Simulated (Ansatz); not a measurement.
Geometry optimisation, RKS PBE0-D4/cc-pVDZ (Ansatz).

Input:

```yaml
crystal:
  periodic: [false, false, false]
  atoms:
    - { symbol: B, position_ang: [-0.0306, -1.364, -0.1429] }
    - { symbol: F, position_ang: [1.2477, -1.037, -1.1814] }
    - { symbol: H, position_ang: [-1.029, -1.2695, -0.7337] }
    - { symbol: H, position_ang: [0.2741, -2.2476, 0.5478] }
    - { symbol: H, position_ang: [1.2276, -0.1419, -0.3745] }
    - { symbol: O, position_ang: [0.4526, 0.143, 0.5937] }
    - { symbol: C, position_ang: [-0.3743, 1.2542, 0.3577] }
    - { symbol: H, position_ang: [0.1745, 2.1497, 0.657] }
    - { symbol: H, position_ang: [-1.2757, 1.1718, 0.9688] }
    - { symbol: H, position_ang: [-0.6669, 1.3413, -0.6925] }
basis:
  gaussian: { orbitals: cc-pVDZ }
hamiltonian:
  xc: pbe0
  dispersion: d4
relax:
  f_tol: 0.15
  max_steps: 25
  restrain:
    - { distance: [0, 5], at: 1.5, k: 30.0 }
    - { distance: [4, 1], at: 0.88, k: 30.0 }
    - { distance: [0, 1], at: 2.71, k: 30.0 }
    - { distance: [4, 5], at: 2.27, k: 30.0 }
```

Run as:

```bash
$ ansatz run input.yaml --threads 2 --pin off --max-ram 3072MiB --backend cpu --events-out ev --progress --plain --runs-dir out
```

**Question.** Where does it end, and by what steps?

**Answer.** The run converged. The restraints hold the end off the free minimum. After 9 steps the energy has fallen by 0.615 eV (the restraints' own energy left out); H5 moved furthest, 0.76 Å. Joined: F2–H5 (1.21 → 0.91 Å).

```json
{"step": "0", "energy less start (eV)": "0.0000", "largest force component (eV/Å)": "2.766", "accepted": "yes"}
{"step": "1", "energy less start (eV)": "0.2589", "largest force component (eV/Å)": "3.612", "accepted": "yes"}
{"step": "2", "energy less start (eV)": "-0.0534", "largest force component (eV/Å)": "3.840", "accepted": "yes"}
{"step": "3", "energy less start (eV)": "-0.3188", "largest force component (eV/Å)": "1.837", "accepted": "yes"}
{"step": "4", "energy less start (eV)": "-0.5251", "largest force component (eV/Å)": "1.685", "accepted": "yes"}
{"step": "5", "energy less start (eV)": "-0.5804", "largest force component (eV/Å)": "1.828", "accepted": "yes"}
{"step": "6", "energy less start (eV)": "-0.5980", "largest force component (eV/Å)": "2.137", "accepted": "yes"}
{"step": "7", "energy less start (eV)": "-0.6075", "largest force component (eV/Å)": "2.017", "accepted": "yes"}
{"step": "8", "energy less start (eV)": "-0.6108", "largest force component (eV/Å)": "2.085", "accepted": "no"}
{"step": "9", "energy less start (eV)": "-0.6153", "largest force component (eV/Å)": "2.006", "accepted": "yes"}
```

```xyz
10
Properties=species:S:1:pos:R:3
B -0.319 -1.236 0.182
F 1.699 -0.666 -1.532
H -1.240 -1.209 -0.597
H 0.230 -2.230 0.580
H 1.870 -0.403 -0.676
O 0.155 -0.022 0.756
C -0.478 1.194 0.386
H 0.236 2.014 0.546
H -1.358 1.371 1.023
H -0.795 1.187 -0.669
```

Time of the run: 13 s on 2 threads of Intel(R) Xeon(R) 6975P-C (Granite Rapids) (shared host), peak memory 0.18 GiB.
